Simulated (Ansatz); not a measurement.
BeBr₂. Total charge 0; singlet. Geometry PBE-D4/def2-TZVP; atoms count from 1.

```xyz
3

Be    0.0000   -0.0001    0.0000
Br   -0.5047   -0.3089   -1.8688
Br    0.5047    0.3090    1.8688
```

The structure comes from a short search, and lower isomers may exist.

**Question.** Estimate the Mulliken populations from the PBE0/def2-TZVP orbitals of Ansatz.

**Answer.** 
```
atom  charge (e)
 Be1        0.24
 Br2       -0.12
 Br3       -0.12
```
Mulliken values depend strongly on the basis.

**Question.** And the Mayer bond orders between heavy atoms (over 0.3)?

**Answer.** Be1–Br2 1.36 (1.96 Å); Be1–Br3 1.36 (1.96 Å).
